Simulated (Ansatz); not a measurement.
Consider the substitution at a C–O bond: `[NH2][Zn][O]CF` + `[CH3][GaH][NH2]` → `[CH3][GaH][NH]CF` + `[NH2][Zn][OH]`.

Program: Ansatz. Geometries: PBE0-D4/def2-TZVP. ΔE: electronic, gas phase. CCSD(T)/CBS adds triple-zeta CCSD(T) − MP2 to the extrapolated MP2 energy (def2 sets, frozen cores). Functionals use def2-TZVPP. B3LYP here is the variant with VWN-RPA as its local correlation; programs differ in this. For Ga, Zn outer-core shells are correlated without core-valence functions, which leaves a few kJ/mol of doubt a bond. Scalar relativity is left out up to krypton. Each species was taken in one conformer, which may not be the lowest.

(1) Is it downhill or uphill in electronic energy at CCSD(T)/CBS, and by how much? (Estimate.)

(2) What do these levels give: ωB97X-V, ωB97M-V, B2PLYP, r2SCAN, PBE0, B3LYP, HF/def2-TZVPP, CCSD/def2-TZVPP, HF/def2-QZVPP, SCS-MP2/def2-QZVPP, HF/CBS(def2), CCSD/CBS(def2)? (Best estimate.)

Largest T1 diagnostic among the species: 0.017.

Results:

(1) Ansatz gave: Nearly level: ΔE = -0.01 eV.

(2) Ansatz gave: ωB97X-V 0.02, ωB97M-V 0.02, B2PLYP -0.01, r2SCAN 0.03, PBE0 0.00, B3LYP 0.01, HF/def2-TZVPP 0.18, CCSD/def2-TZVPP 0.02, HF/def2-QZVPP 0.18, SCS-MP2/def2-QZVPP -0.03, HF/CBS(def2) 0.18, CCSD/CBS(def2) 0.00 eV.

From PBE to PBE0 (25 % exact exchange), in def2-TZVPP and without D4, ΔE moves by +0.05 eV. In def2-TZVPP, CCSD(T) changes the Hartree–Fock value by −0.17 eV (the triples alone add −0.01 eV) and MP2 by −0.24 eV.
